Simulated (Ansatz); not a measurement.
Z-matrix (Å, degrees):
```
Ge
O 1 1.748
O 1 1.759 2 112.8
O 1 1.748 2 103.1 3 122.1
Cl 1 2.128 2 112.3 3 -116.9
H 2 0.961 1 112.6 3 64.0
H 3 0.962 1 111.7 2 59.1
H 4 0.961 1 112.6 2 171.5
```

Charge 0, multiplicity 1.

Question: List the CAM-B3LYP/def2-TZVPP orbital energies in eV (the Gaussian-basis code of Ansatz). (Estimate.)

Answer: The calculation gave: Occupied: -10854.00, -2764.63, -1358.05, -1209.04, -1209.00, -1209.00, -523.11, -523.10, -523.06, -259.40, -198.46, -198.31, -198.30, -173.07, -123.43, -123.35, -123.34, -37.15, -37.11, -37.07, -36.91, -36.89, -30.34, -29.43, -29.40, -24.84, -18.26, -16.51, -15.25, -14.04, -13.22, -13.07, -11.72, -11.57, -11.23, -11.02, -10.83, -10.74. Lowest empty: 0.28, 1.85, 2.11, 2.27, 3.75, 4.15, 4.44, 6.52.
